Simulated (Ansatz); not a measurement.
`COc1ccc(-c2ccc(-c3ccc(-c4ccc(-c5ccc(-c6ccc(-c7ccc(-c8ccc(C(F)=C(F)F)cc8)o7)o6)o5)o4)o3)o2)cc1` with charge +1. Total charge 1; doublet. Geometry r2SCAN-D4/def2-SVP, that of the neutral singlet; atoms count from 1.

Cartesian coordinates in Å:
```
C 12.362 -2.496 4.671
O 11.260 -1.759 5.154
C 10.136 -1.721 4.402
C 9.981 -2.366 3.164
C 8.775 -2.259 2.471
C 7.697 -1.515 2.985
C 6.447 -1.407 2.262
C 5.249 -0.763 2.516
C 4.392 -1.032 1.417
C 5.116 -1.829 0.552
C 4.818 -2.425 -0.709
C 5.550 -3.222 -1.572
C 4.703 -3.496 -2.674
C 3.504 -2.850 -2.420
C 2.284 -2.758 -3.158
C 1.891 -3.282 -4.380
C 0.561 -2.847 -4.591
C 0.218 -2.083 -3.487
C -0.977 -1.385 -3.134
C -2.195 -1.228 -3.777
C -2.996 -0.422 -2.932
C -2.220 -0.135 -1.822
C -2.459 0.621 -0.638
C -1.683 0.902 0.474
C -2.480 1.711 1.319
C -3.696 1.877 0.675
C -4.888 2.583 1.025
C -5.237 3.347 2.127
C -6.561 3.791 1.896
C -6.954 3.276 0.673
C -8.168 3.364 -0.106
C -9.274 4.106 0.354
C -10.441 4.189 -0.394
C -10.553 3.533 -1.639
C -11.804 3.660 -2.372
F -12.754 4.419 -1.789
C -12.160 3.126 -3.558
F -13.332 3.320 -4.116
F -11.386 2.353 -4.293
C -9.445 2.789 -2.102
C -8.281 2.708 -1.351
O -5.927 2.542 0.149
O -3.680 1.212 -0.516
O -0.995 -0.719 -1.945
O 1.267 -2.031 -2.619
O 3.577 -2.199 -1.224
O 6.359 -2.056 1.063
C 7.871 -0.873 4.232
C 9.065 -0.973 4.928
H 12.726 -2.099 3.706
H 12.114 -3.565 4.547
H 13.156 -2.396 5.422
H 10.793 -2.953 2.730
H 8.662 -2.764 1.509
H 5.015 -0.164 3.393
H 3.369 -0.693 1.262
H 6.572 -3.559 -1.414
H 4.935 -4.095 -3.553
H 2.495 -3.903 -5.037
H -0.076 -3.064 -5.447
H -2.468 -1.648 -4.743
H -4.016 -0.084 -3.098
H -0.664 0.557 0.640
H -2.206 2.128 2.287
H -4.608 3.557 2.990
H -7.162 4.417 2.554
H -9.220 4.627 1.314
H -11.285 4.770 -0.019
H -9.493 2.268 -3.059
H -7.434 2.129 -1.725
H 7.053 -0.286 4.659
H 9.205 -0.478 5.892
```

Single mean-field runs in def2-SVP are fitted with def2-universal-jkfit.

**Question.** Estimate the Mulliken populations of the heavy atoms from the PBE0/def2-SVP orbitals of Ansatz.

**Answer.** 
| atom | charge (e) | spin (α − β) |
| --- | --- | --- |
| C1 | 0.09 | 0.00 |
| O2 | -0.33 | 0.02 |
| C3 | 0.23 | 0.04 |
| C4 | -0.10 | -0.01 |
| C5 | 0.01 | 0.03 |
| C6 | -0.02 | -0.01 |
| C7 | 0.21 | 0.08 |
| C8 | -0.07 | 0.00 |
| C9 | -0.03 | 0.07 |
| C10 | 0.16 | 0.01 |
| C11 | 0.18 | 0.07 |
| C12 | -0.04 | 0.02 |
| C13 | -0.03 | 0.06 |
| C14 | 0.16 | 0.03 |
| C15 | 0.17 | 0.05 |
| C16 | -0.04 | 0.04 |
| C17 | -0.03 | 0.04 |
| C18 | 0.17 | 0.05 |
| C19 | 0.17 | 0.03 |
| C20 | -0.03 | 0.06 |
| C21 | -0.03 | 0.02 |
| C22 | 0.17 | 0.07 |
| C23 | 0.16 | 0.01 |
| C24 | -0.03 | 0.06 |
| C25 | -0.04 | 0.01 |
| C26 | 0.18 | 0.07 |
| C27 | 0.15 | -0.01 |
| C28 | -0.03 | 0.07 |
| C29 | -0.06 | -0.02 |
| C30 | 0.21 | 0.08 |
| C31 | -0.02 | -0.02 |
| C32 | -0.01 | 0.03 |
| C33 | -0.02 | -0.02 |
| C34 | -0.03 | 0.04 |
| C35 | 0.18 | -0.02 |
| F36 | -0.20 | 0.00 |
| C37 | 0.36 | 0.03 |
| F38 | -0.13 | 0.00 |
| F39 | -0.15 | 0.00 |
| C40 | -0.01 | -0.02 |
| C41 | 0.00 | 0.03 |
| O42 | -0.25 | -0.01 |
| O43 | -0.25 | -0.01 |
| O44 | -0.25 | -0.02 |
| O45 | -0.24 | -0.02 |
| O46 | -0.25 | -0.02 |
| O47 | -0.26 | -0.01 |
| C48 | -0.02 | 0.03 |
| C49 | -0.03 | -0.02 |
Mulliken values depend strongly on the basis.

**Question.** Where does the spin sit?

**Answer.** Summed by element: C 1.09, O -0.06, F 0.00, H -0.03, of 1 unpaired in all. Largest on single atoms: C7 0.08, C30 0.08, C26 0.07.

**Question.** And the Mayer bond orders between heavy atoms (over 0.3, the first 40 of 56)?

**Answer.** C1–O2 0.93 (1.41 Å); O2–C3 1.15 (1.35 Å); C3–C4 1.28 (1.40 Å); C3–C49 1.32 (1.41 Å); C4–C5 1.40 (1.40 Å); C5–C6 1.33 (1.41 Å); C6–C7 1.11 (1.45 Å); C6–C48 1.30 (1.41 Å); C7–C8 1.44 (1.38 Å); C7–O47 1.11 (1.37 Å); C8–C9 1.27 (1.42 Å); C9–C10 1.40 (1.38 Å); C10–C11 1.14 (1.43 Å); C10–O47 1.12 (1.36 Å); C11–C12 1.37 (1.38 Å); C11–O46 1.14 (1.36 Å); C12–C13 1.29 (1.42 Å); C13–C14 1.42 (1.39 Å); C14–C15 1.12 (1.43 Å); C14–O46 1.11 (1.36 Å); C15–C16 1.41 (1.39 Å); C15–O45 1.12 (1.36 Å); C16–C17 1.32 (1.41 Å); C17–C18 1.41 (1.39 Å); C18–C19 1.12 (1.43 Å); C18–O45 1.12 (1.36 Å); C19–C20 1.42 (1.39 Å); C19–O44 1.11 (1.36 Å); C20–C21 1.30 (1.42 Å); C21–C22 1.37 (1.38 Å); C22–C23 1.14 (1.42 Å); C22–O44 1.13 (1.36 Å); C23–C24 1.39 (1.38 Å); C23–O43 1.13 (1.36 Å); C24–C25 1.28 (1.42 Å); C25–C26 1.43 (1.39 Å); C26–C27 1.10 (1.43 Å); C26–O43 1.12 (1.36 Å); C27–C28 1.45 (1.39 Å); C27–O42 1.11 (1.36 Å).
